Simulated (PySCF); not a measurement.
Compound: C3H14OSi3.
SMILES with atom numbers: `[CH3:1][CH:2]([CH3:3])[SiH2:4][SiH2:5][O:6][SiH3:7]` (hydrogens: H8, H9, H10 on C1; H11 on C2; H12, H13, H14 on C3; H15, H16 on Si4; H17, H18 on Si5; H19, H20, H21 on Si7)

Structure used (PBE0-D3(BJ)/def2-SVP), in Å, numbered top down from 1:
```xyz
21
C3H14OSi3 angstrom
C     -2.2222    1.1510    0.5637
C     -1.9549   -0.3368    0.3367
C     -3.1090   -1.0156   -0.3992
Si    -0.3059   -0.6108   -0.5723
Si     1.4729    0.3935    0.5780
O      2.8979   -0.0414   -0.1676
Si     4.5474    0.0972   -0.1017
H     -1.4385    1.6304    1.1719
H     -2.2787    1.6994   -0.3913
H     -3.1820    1.3047    1.0850
H     -1.8333   -0.8252    1.3216
H     -2.9370   -2.0948   -0.5333
H     -4.0558   -0.8955    0.1546
H     -3.2574   -0.5763   -1.3996
H     -0.3853   -0.0238   -1.9502
H     -0.0220   -2.0757   -0.7085
H      1.4960   -0.0533    2.0105
H      1.3471    1.8878    0.5913
H      5.1399   -0.8599   -1.0773
H      5.0439   -0.2221    1.2724
H      4.9668    1.4883   -0.4522
```

Computed with PySCF at PBE0/pcSseg-1 and B3LYP/def2-SVPD, non-relativistic, on one gas-phase PBE0-D3(BJ)/def2-SVP geometry that isn't relaxed in the solvent. The solvent is an IEF-PCM continuum (Bondi radii, 1.10 Å for H, scaled by 1.2). The model holds no explicit solvent molecules, cavitation or dispersion.

Gas phase at PBE0/pcSseg-1: HOMO -7.69 eV, LUMO -0.44 eV, dipole 1.06 D.

Question: What does the continuum do to the energy, the frontier levels and the dipole at PBE0/pcSseg-1 in cyclohexane and chloroform?

Answer: 
```tsv
solvent	ε	E(solvent) − E(gas) (kJ/mol)	polarisation term (kJ/mol)	distortion of the solute (kJ/mol)	HOMO (eV)	LUMO (eV)	dipole (D)
cyclohexane	2.017	-2.11	-2.19	0.08	-7.62	-0.38	1.18
chloroform	4.711	-3.92	-4.19	0.27	-7.60	-0.36	1.29
```

The polarisation term is half the interaction of the solute with the surface charges that it induces; the rest is the cost of distorting the solute's density. The sum is the electrostatic part of solvation alone. From cyclohexane to chloroform the lowering changes by a factor 1.85, Onsager's factor (ε − 1)/(2ε + 1) by 1.76 and ε itself by 2.3.

Question: Which radius a makes the point-dipole formula ΔE = −[(ε − 1)/(2ε + 1)]·μ²/a³ give the value in chloroform, with the gas-phase dipole?

Answer: μ = 0.416 au and |ΔE| = 0.00149 Eh give a = 1.83 Å; the farthest nucleus lies 5.34 Å from the centroid of the nuclei, so such a sphere wouldn't even hold the nuclei. The formula assumes a rigid point dipole at the centre of a sphere.

Question: Give the dipole vector in the frame of the coordinates (D, pointing from negative to positive charge), gas and chloroform.

Answer: Gas (-0.85, 0.22, 0.60), solvent (-0.98, 0.30, 0.78). Its length changes by +22 % and its direction by 4°.

Question: Which ESP-fitted charges (PBE0/pcSseg-1) respond most in chloroform (means over atoms taken as equivalent)?

Answer: 
```csv
atoms,environment,gas (e),solvent (e),change
C2,sp3 carbon bound to silicon,+0.383,+0.411,+0.028
O6,siloxane oxygen,-0.402,-0.429,-0.027
Si5,oxygen-bound silicon,+0.447,+0.470,+0.023
C1/C3,methyl carbon,-0.533,-0.553,-0.020
Si7,oxygen-bound silicon,+0.548,+0.565,+0.017
H15/H16,Si–H hydrogen,-0.043,-0.049,-0.006
H8 (×6),methyl hydrogen,+0.131,+0.135,+0.004
Si4,SiH2 silicon,-0.028,-0.032,-0.004
H17/H18,Si–H hydrogen,-0.114,-0.117,-0.003
H19/H20/H21,Si–H hydrogen,-0.114,-0.116,-0.002
H11,methine hydrogen,-0.011,-0.011,0.000
```

Question: How do the nuclear quadrupole coupling constants eQVzz/h respond in chloroform?

Answer: 
```json
{"nucleus": "17O at O6", "Q (barn)": "-0.0256", "gas (MHz)": "-7.09", "solvent (MHz)": "-7.04", "η gas": "0.19", "η solvent": "0.19"}
```

Gas phase at B3LYP/def2-SVPD: HOMO -7.45 eV, LUMO -0.71 eV, dipole 1.09 D.

Question: What does the continuum do to the energy, the frontier levels and the dipole at B3LYP/def2-SVPD in chloroform?

Answer: 
```
   solvent      ε  E(solvent) − E(gas) (kJ/mol)  polarisation term (kJ/mol)  distortion of the solute (kJ/mol)  HOMO (eV)  LUMO (eV)  dipole (D)
chloroform  4.711                         -3.62                       -3.92                               0.30      -7.35      -0.62        1.35
```

Question: How does the static polarisability (B3LYP/def2-SVPD, frozen core, with the continuum's full static response) change?

Answer: 
```tsv
medium	isotropic (au)	principal values (au)	⟨r²⟩ of the electrons (bohr²)
gas	126.9	107.0, 118.8, 154.9	2561.5
chloroform	156.4	138.0, 151.4, 179.9	2561.2
```

The isotropic value in chloroform is 1.23 times the gas-phase one; no cavity-field correction is applied. ⟨r²⟩ is taken about the centre of nuclear charge.

On Intel Xeon at 2.50 GHz, one thread (shared host), this took 1.9 min of wall time and 1.2 GiB of memory at its peak. This is the whole shielding run at PBE0/pcSseg-1 in chloroform, SCF included.
